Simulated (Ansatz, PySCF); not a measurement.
Mo(O)(NH)(OH)2 (H3MoNO3), SMILES [NH]=[Mo](=[O])([OH])[OH], multiplicity 1.

Geometry: r2SCAN-D4/def2-SVP. The spin state was assumed, not searched. The structure was generated by enumeration; whether it is a known compound was not checked. The def2 effective core potentials stand for the cores of Mo; spin–orbit coupling is left out. The values are those of a single conformer.

Vertical ionisation energy (IE) and electron affinity (EA) in eV. Rows of orbital energies are one-electron estimates. Where ΔSCF, EOM or ADC give a negative EA the extra electron is unbound and the value depends on the basis.

```csv
level,IE,EA
"−ε(HOMO), −ε(LUMO), ωB97X/def2-TZVP (PySCF)",10.76,-0.29
"−ε(HOMO), −ε(LUMO), PBE/def2-TZVP (PySCF)",6.90,2.55
"ΔSCF, CAM-B3LYP/def2-SVPD (Ansatz), final states of multiplicity 2 and 2",…,…
"ΔSCF, PBE/def2-SVPD (Ansatz), final states of multiplicity 2 and 2",10.22,-0.22
```

Question: What belongs in the gaps? (The exact figures need the calculation; the answer reports its results.)

Answer: 
- ΔSCF, CAM-B3LYP/def2-SVPD (Ansatz, a program for electronic structure), final states of multiplicity 2 and 2, IE: 10.58
- ΔSCF, CAM-B3LYP/def2-SVPD (Ansatz), final states of multiplicity 2 and 2, EA: 0.30

Question: What vertical singlet–triplet gap does ΔSCF give with CAM-B3LYP/def2-SVPD (Ansatz) and with PBE/def2-SVPD (Ansatz)? (An estimate is asked for; the answer gives what the named calculation found.)

Answer: 3.79 and 4.17 eV (triplet above singlet where positive).
